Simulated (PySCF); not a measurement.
# Computed properties of C2H4ClGaO, SMILES [Ga]([OH])([CH]=C)[Cl]

C2H4ClGaO, SMILES [Cl][Ga]([OH])[CH]=C. Geometry: B3LYP-D3(BJ)/def2-SVP. The structure was generated by enumeration; whether it is a known compound was not checked. One conformer was computed; it need not be the lowest. All values are computed for the isolated molecule unless a solvent is named; none is compared with measurement here.

**Structure.** The optimised structure has Cs symmetry. All 21 harmonic modes at B3LYP-D3(BJ)/def2-SVP (PySCF) are real, so it is a minimum. With heavy atoms numbered as in [Ga:1]([Cl:2])([CH:3]=[CH2:4])[OH:8], the shortest bond between them is C3–C4 at 1.341 Å and the longest Ga1–Cl2 at 2.169 Å.

**Vibrations.** The strongest infrared lines (harmonic, unscaled, degenerate partners summed) lie at 368 cm⁻¹ (120 km/mol, H 92 %), 710 cm⁻¹ (102 km/mol, O 75 %, Ga 21 %), 807 cm⁻¹ (94 km/mol, H 90 %). The softest mode is at 65 cm⁻¹ and the zero-point energy is 35.5 kcal/mol.

**Electronic structure.** r2SCAN/def2-TZVP (PySCF) places the frontier levels at -7.51 and -2.21 eV, a gap of 5.30 eV, and gives a dipole moment of 1.59 D and a mean polarisability of 66.3 bohr³. PBE/def2-TZVP (PySCF) at the same geometry gives -7.23 and -2.38 eV, so its gap is 0.45 eV narrower. An orbital gap is neither the optical nor the fundamental gap.

**Excitations.** TDDFT-M06-2X/def2-SVPD (PySCF) has S1 at 5.79 eV (214 nm, f = 0.002, dark); the most intense of the 10 singlets computed lies at 6.51 eV (f = 0.26). T1 (TDA) is at 4.39 eV. TDDFT-PBE/def2-SVPD (PySCF) puts S1 at 4.96 eV. No vertical singlet excitation falls in the visible range (under 3.1 eV).

**NMR.** GIAO shifts at B3LYP/pcSseg-1 (PySCF) (non-relativistic, atoms alike by connectivity averaged): ¹³C from 143.4 to 155.3 ppm against TMS; ¹H from 3.0 to 7.0 ppm against TMS. Without spin–orbit terms, shifts of atoms bonded to Cl or Br come out too high.
